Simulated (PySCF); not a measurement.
# Electronic structure of C⁺ (carbon, charge +1) at the UHF level

Configuration: [He] 2s2 2p1, 2P determinant. Computed with PySCF 2.14 in aug-cc-pwCVDZ, with no relativity, point nucleus.

* Total energy: -37.290765 hartree
* One-electron energy: -47.5544 hartree
* Hartree (Coulomb) energy: 15.0055 hartree
* Exchange energy: -4.7418 hartree
* Kinetic energy: 37.28283 hartree
* ⟨S²⟩: 0.7563
* ⟨L²⟩: 2.016
* Sum of ⟨r⟩: 4.976 bohr
* Sum of ⟨r²⟩: 8.153 bohr²
* Traceless quadrupole moment −½Σ⟨3z² − r²⟩ along its main axis: -1.11 e·bohr²
* Density at the nucleus (Gaussians lack the cusp): 123 bohr⁻³
* Spin density at the nucleus: -0.00748 bohr⁻³
* Langevin diamagnetic susceptibility: -6.46 ×10⁻⁶ cm³/mol

```
shell  electrons  mean orbital energy (eV)  rms radius, mean of both spins (bohr)
 1s α          1                   -324.25                                  0.311
 1s β          1                   -323.46                                  0.311
 2s α          1                   -33.324                                   1.62
 2s β          1                   -29.616                                   1.62
 2p α          1                   -24.795                                   1.65
```

Spin-orbit constants ζ (cm⁻¹) from the X2C one-electron operator on these orbitals (non-relativistic here): bare nucleus, nucleus screened by l(l+1)(2l+1)/3 electrons, and screened by the Breit-Pauli mean field of the electrons.

| shell | bare | screened nucleus | mean field |
| --- | --- | --- | --- |
| 2p | 73.68 | 49.12 | 38.73 |

To first order the Landé constant is A = 38.73 cm⁻¹, so the lowest level has J = 1/2 and lies 0.00480 eV below the centre of the term.
